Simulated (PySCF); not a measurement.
Spectra and structures to be paired. Level of theory: TDDFT CAM-B3LYP/def2-SVPD, vertical, gas phase, core orbitals frozen in the response in PySCF 2.14.0, density-fitted response routines. Geometries: PBE0-D3(BJ)/def2-SVP; one conformer of each isolated species. Triplets are in the Tamm–Dancoff approximation. Relativistic effects are left out although some hold elements past zinc.

A. `C=C(F)C(F)F`
B. `BB(N)N`
C. `C/C([SiH3])=C\F`
D. `[CH3][Be][Br]`
E. `CC#Cc1c(F)ccn1[SiH3]`

Lowest singlet levels (six at most, fewer where fewer were computed) with oscillator strengths:

1. 272 nm (f 0.001); 261 nm (f 0.003); 230 nm (f 0.000); 203 nm (f 0.000); 181 nm (f 0.000); 167 nm (f 0.060); T1 3.79 eV
2. 240 nm (f 0.370); 239 nm (f 0.000); 222 nm (f 0.004); 206 nm (f 0.036); 205 nm (f 0.000); 201 nm (f 0.002); T1 3.41 eV
3. 172 nm (f 0.311); 158 nm (f 0.040); 155 nm (f 0.001); 150 nm (f 0.001); 142 nm (f 0.001); 135 nm (f 0.000); T1 4.13 eV
4. 172 nm (f 0.000); 171 nm (f 0.000 summed over 2 states); 166 nm (f 0.001 summed over 2 states); 163 nm (f 0.217 summed over 2 states); 158 nm (f 0.054); 151 nm (f 0.416) [of 10 roots; the last level is left out, as the window may have cut its degenerate partner]; T1 6.79 eV
5. 183 nm (f 0.001); 175 nm (f 0.372); 164 nm (f 0.012); 161 nm (f 0.010); 158 nm (f 0.011); 156 nm (f 0.004); T1 4.24 eV

Task: Which spectrum belongs to which structure?

Result: 1 = B, 2 = E, 3 = A, 4 = D, 5 = C.
- A: S1 at 7.21 eV, HOMO→LUMO (97%); Löwdin shares by element: HOMO carbon 71% or more, fluorine 16% or more; LUMO carbon 70%, fluorine 8% or more (atoms not listed hold the other 23%); HOMO -9.62 and LUMO 0.38 eV.
- B: S1 at 4.55 eV, HOMO-1→LUMO (97%); Löwdin shares by element: HOMO nitrogen 77%, boron 9% or more; LUMO boron 64%, hydrogen 22% or more; HOMO -8.40 and LUMO -0.48 eV; point group C2v, 3 of its 6 listed states under f = 0.0005.
- C: S1 at 6.79 eV, HOMO→LUMO (76%), HOMO→LUMO+2 (10%), HOMO→LUMO+1 (9%); Löwdin shares by element: HOMO carbon 69%, fluorine 13% (atoms not listed hold the other 17%); LUMO carbon 36%, silicon 30% (atoms not listed hold the other 34%); HOMO -8.78 and LUMO 1.03 eV.
- D: S1 at 7.19 eV, HOMO-1/HOMO→LUMO+1/LUMO+2 (≥69%); Löwdin shares by element: HOMO (one of a set within 0.03 eV) bromine 92%, beryllium 6%; LUMO beryllium 47%, bromine 29%, carbon 12%, hydrogen 4% or more; HOMO -10.09 and LUMO 0.61 eV; point group C3v, 5 of its 9 listed states under f = 0.0005.
- E: S1 at 5.16 eV, HOMO→LUMO (90%); Löwdin shares by element: HOMO carbon 65% or more (atoms not listed hold the other 35%); LUMO carbon 42% or more, nitrogen 12% (atoms not listed hold the other 47%); HOMO -7.12 and LUMO 0.72 eV.
A and D have S1 within 0.02 eV of each other; their strongest listed levels stand at 7.21 eV (f 0.311) and 8.20 eV (f 0.416).

A slash joins orbitals within 0.01 eV of each other, whose weights are summed (≥ marks a lower bound).
